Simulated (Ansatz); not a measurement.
`[OH][Ge]([F])([F])[SiH3]` at its PBE0-D4/def2-TZVP geometry, where that method's forces vanish. The species carries charge 0 and has multiplicity 1.

```xyz
9

O     1.8756   -0.1086    0.8669
Ge    0.3993   -0.6984    0.1300
F     0.8423   -1.6753   -1.2298
F    -0.2939   -1.8648    1.2068
Si   -1.1128    1.0439   -0.4426
H     2.4848   -0.8081    1.1214
H    -2.2997    0.4120   -1.0635
H    -0.4225    1.9441   -1.3948
H    -1.4732    1.7552    0.8057
```

Question: What forces (eV/Å) does ωB97M-V/def2-TZVPP give on these atoms in the Gaussian-basis code of Ansatz? (An estimate is asked.)

Answer: Ansatz gave: 
```
O1   0.085 -0.054  0.040
Ge2 -0.149  0.195 -0.055
F3   0.029 -0.053 -0.062
F4  -0.027 -0.062  0.055
Si5 -0.051  0.056 -0.020
H6  -0.004  0.052 -0.002
H7   0.153  0.076  0.080
H8  -0.084 -0.118  0.122
H9   0.049 -0.093 -0.157
```
